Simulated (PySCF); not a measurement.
A calculated (BHandHLYP, PySCF 2.14, x2c-QZVPPall with one added diffuse shell each of s, p, d, f, g type, scalar relativity by spin-free X2C-1e) atom or ion has these occupied shells.

```json
{"shell": "1s", "electrons": "2", "orbital energy (eV)": "-4501.5", "rms radius, mean of both spins (bohr)": "0.0845"}
{"shell": "2s", "electrons": "2", "orbital energy (eV)": "-533.26", "rms radius, mean of both spins (bohr)": "0.372"}
{"shell": "2p", "electrons": "6", "orbital energy (eV)": "-441.70", "rms radius, mean of both spins (bohr)": "0.340"}
{"shell": "3s", "electrons": "2", "orbital energy (eV)": "-94.686", "rms radius, mean of both spins (bohr)": "1.13"}
{"shell": "3p", "electrons": "6", "orbital energy (eV)": "-69.715", "rms radius, mean of both spins (bohr)": "1.22"}
```

Problem. Name the element and its charge.

Solution. Sc³⁺ (scandium, charge +3), in [Ar], closed-shell 1S.
